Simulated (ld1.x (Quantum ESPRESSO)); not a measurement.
# What one change does to a pseudopotential (As (Z = 33), RRKJ)

* Element: As (Z = 33)
* Generator: ld1.x (Quantum ESPRESSO) 7.5
* Type: norm-conserving RRKJ (Kleinman–Bylander form)
* Functional: PBE
* Relativity: scalar-relativistic
* Frozen core: [Ar] 3d10
* Valence charge: 5
* Reference configuration: 4s2 4p2 (charge +1)
* Partial waves: 4p (bound): rc 1.60 bohr; 4d channel at 0.4 Ry: rc 1.40 bohr; 4s (bound): rc 1.40 bohr
* Local potential: the s channel
* Core correction: a·sin(br)/r model core inside 0.85 bohr

All-electron outer shells of the reference configuration (PBE, scalar-relativistic, ld1.x):

```csv
shell,level (eV),outermost node (bohr),outermost maximum (bohr)
4s,-23.36,0.73,1.59
4p,-13.34,0.78,1.90
```

Change: core correction a·sin(br)/r model core inside 1.70 bohr.

Cutoffs: the cutoffs (Ry, on a coarse ladder) from which the occupation-weighted sum of valence levels, in a spherical-Bessel basis at the reference potential, stays within 10 and 1 mRy of its value at 400 Ry; they do not see the model core or the augmentation charge, which bear on the density cutoff. Errors are all-electron minus pseudo energies relative to the spin-unpolarised reference configuration.

Problem. How do hardness, ghosts and transferability respond?

Solution. The potential gets neither clearly harder nor softer (35 Ry and 80 Ry → 35 Ry and 80 Ry); both files keep a bound ghost (d); of the 7 tests that both files solve, the error grows in 4 and shrinks in 2 by more than 15 % and 0.3 meV (median size 11.4 → 6.8 meV). A wider model core is smoother and lowers the density cutoff, which this test does not measure.

| quantity | base | changed |
| --- | --- | --- |
| cutoff, loose | 35 Ry | 35 Ry |
| cutoff, tight | 80 Ry | 80 Ry |
| bound ghosts | d | d |
| error for 4s2 4p3, meV [ΔE -9.15 eV] | -1.4 | -3.1 |
| error for 4s2 4p1, meV [ΔE 17.92 eV] | -11 | -16 |
| error for 4s2 4p0, meV [ΔE 45.62 eV] | -60 | -79 |
| error for 4s2 4p2.5, meV [ΔE -5.59 eV] | -0.2 | -0.8 |
| error for 4s1 4p3, meV [ΔE 10.11 eV] | -12 | -6.8 |
| error for 4s1 4p4, meV [ΔE 0.27 eV] | -6.9 | -2.9 |
| error for 4s1 4p0, meV [ΔE 96.27 eV] | -280 | -256 |
| s: phases at 1.75 bohr within 0.05 rad from the reference energy up to (Ry; the scan ends near 5) | 4.3 | 4.3 |
| p: phases at 1.75 bohr within 0.05 rad from the reference energy up to (Ry; the scan ends near 5) | to the end of the scan | to the end of the scan |
| d: phases at 1.75 bohr within 0.05 rad from the reference energy up to (Ry; the scan ends near 5) | to the end of the scan | to the end of the scan |

 A true bound ghost makes a file unfit for plane-wave use even where its test errors are small: the radial tests pick states by their node count and pass the ghost by.
